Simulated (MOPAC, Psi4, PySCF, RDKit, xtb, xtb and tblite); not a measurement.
Two geometries of C₅H₁₀OSSi₂, SMILES [SiH3]O[SiH2]Cc1cccs1, relaxed at GFN2-xTB with one dihedral held; other torsions can differ between them too.

Structure A

```
19

Si    -2.1815     0.4772    -1.1561
O     -1.8450     0.4049     0.4277
Si    -1.2199     0.2481     1.9103
C      0.4494    -0.6937     1.7769
C      1.5856     0.1087     2.2862
C      2.4314     0.9183     1.5947
C      3.3718     1.5820     2.4175
C      3.2259     1.2760     3.7285
S      1.9329     0.1643     3.9866
H     -1.9251    -0.8508    -1.7135
H     -1.2966     1.4826    -1.7419
H     -3.5897     0.8529    -1.2345
H     -2.1887    -0.5308     2.6791
H     -1.0267     1.6044     2.4165
H      0.6350    -0.9461     0.7315
H      0.3874    -1.6276     2.3364
H      2.3898     1.0340     0.5259
H      4.1221     2.2551     2.0418
H      3.7929     1.6247     4.5683
```

Structure B

```
19

Si    -2.0634     0.5251    -1.1165
O     -1.9428     0.3287     0.4901
Si    -1.2598     0.2212     1.9536
C      0.3986    -0.7336     1.7899
C      1.5675     0.1722     1.8791
C      2.1898     0.8508     0.8775
C      3.2413     1.6811     1.3314
C      3.4025     1.6316     2.6753
S      2.2706     0.5630     3.4174
H     -1.4752    -0.6574    -1.7471
H     -1.3295     1.7346    -1.4842
H     -3.4977     0.6347    -1.3590
H     -2.2175    -0.5431     2.7487
H     -1.0391     1.5805     2.4391
H      0.4180    -1.2511     0.8295
H      0.4656    -1.4872     2.5746
H      1.9085     0.7561    -0.1568
H      3.8477     2.2853     0.6800
H      4.1137     2.1491     3.2874
```

**Question.** Which is lower in energy at the level Psi4 1.11 with PBE0-D3(BJ)/def2-SVP // GFN2-xTB, and by how much?

**Answer.** B is lower, by 2.63 kJ/mol (dihedral O2–Si3–C4–C5: 120° in A, 105° in B).

E(B) − E(A) in kJ/mol at the other levels, on the same two geometries: GFN2-xTB (xtb and tblite) -0.60; MMFF94 // GFN2-xTB (RDKit) -18.99; PBE0/def2-SVP // GFN2-xTB (Psi4) -1.49; PBE/def2-SVP // GFN2-xTB (Psi4) -1.69; PBE-D3(BJ)/def2-SVP // GFN2-xTB (Psi4) -2.80; UFF // GFN2-xTB (RDKit) -40.48; PM7, restricted, heats of formation // GFN2-xTB (MOPAC) 1.65; PM3, restricted, heats of formation // GFN2-xTB (MOPAC) -5.78; GFN1-xTB // GFN2-xTB (xtb) 3.03; restricted B3LYP/6-31G*, spherical d, density fitting // GFN2-xTB (PySCF) -0.66; restricted M06-2X/6-31G*, spherical d, density fitting // GFN2-xTB (PySCF) -2.03; restricted MP2 (frozen core)/3-21G // GFN2-xTB (PySCF) -0.15; restricted BP86/6-31G*, spherical d, density fitting // GFN2-xTB (PySCF) -0.77.
